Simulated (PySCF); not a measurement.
# MgI: mean field, correlation and small terms against distance

State: ²Σ⁺, doublet, unpaired electrons σ ↑. ROHF-based CCSD(T) in PySCF 2.14 with Mg cc-pCVDZ, I aug-cc-pVDZ-PP with ECP28 and Mg cc-pCVTZ, I aug-cc-pVTZ-PP with ECP28 (frozen core orbitals: 10; scalar-relativistic core potentials). Correlation energies are extrapolated as n⁻³ (n = 2, 3), Hartree–Fock as (n+1)·exp(−9√n). All energies in eV from Mg + I.

```json
{"R (Å)": "2.2908", "HF/CBS": "-1.558", "CCSD corr.": "-0.039", "(T)": "-0.0699", "total": "-1.667"}
{"R (Å)": "2.3949", "HF/CBS": "-1.881", "CCSD corr.": "-0.033", "(T)": "-0.0710", "total": "-1.985"}
{"R (Å)": "2.4990", "HF/CBS": "-2.040", "CCSD corr.": "-0.019", "(T)": "-0.0721", "total": "-2.131"}
{"R (Å)": "2.6032", "HF/CBS": "-2.083", "CCSD corr.": "-0.004", "(T)": "-0.0734", "total": "-2.161"}
{"R (Å)": "2.7073", "HF/CBS": "-2.047", "CCSD corr.": "0.008", "(T)": "-0.0751", "total": "-2.113"}
{"R (Å)": "2.8374", "HF/CBS": "-1.925", "CCSD corr.": "0.019", "(T)": "-0.0776", "total": "-1.984"}
{"R (Å)": "2.9676", "HF/CBS": "-1.750", "CCSD corr.": "0.024", "(T)": "-0.0806", "total": "-1.807"}
```

A fit to the total gives Re = 2.5850 Å, De = 2.162 eV, ωe = 320.0 cm⁻¹, Be = 0.1251 cm⁻¹ (masses 23.9850 and 126.9045 u).

**Question.** At R = 2.6032 Å the CCSD correlation energy is -0.297017 hartree in the smaller basis and -0.439372 in the larger. Extrapolate it.

**Answer.** (3³·E3 − 2³·E2)/(3³ − 2³) = -0.49931 hartree; the larger basis holds 88.0 % of it.

The T1 diagnostic is 0.014. The state was picked by a PBE0 search and need not be the measured ground state. Spin–orbit coupling, excitations beyond (T) and corrections to the Born–Oppenheimer picture are left out, and spin–orbit coupling matters for open p, d or f shells this heavy.
